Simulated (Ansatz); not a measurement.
Tuning the range parameter of LC-ωPBE so that −HOMO meets the ionisation energy; basis def2-TZVP, Ansatz. System: Al(NH3)F3 (AlNF3H3). Charge 0, multiplicity 1. Geometry: r2SCAN-D4/def2-SVP. The ionised state is a doublet.

Geometry of the singlet:

```xyz
8

Al   -0.368    0.761    0.584
N     0.350   -0.724   -0.556
H     0.062   -1.636   -0.191
H     1.372   -0.702   -0.583
H     0.006   -0.646   -1.516
F     1.055    1.526    1.007
F    -1.134   -0.121    1.776
F    -1.344    1.541   -0.523
```

| ω (1/bohr) | HOMO (eV) | LUMO (eV) | vertical IE (eV) | HOMO + IE (eV) |
| --- | --- | --- | --- | --- |
| 0.1 | -9.78 | 0.01 | 12.05 | 2.27 |
| 0.15 | -10.48 | 0.51 | 12.21 | 1.73 |
| 0.2 | -11.13 | 0.88 | 12.44 | 1.31 |
| 0.3 | -12.27 | 1.36 | 13.02 | 0.75 |

**Question.** Where does the tuning condition hold?

**Answer.** Not within the range that was run.
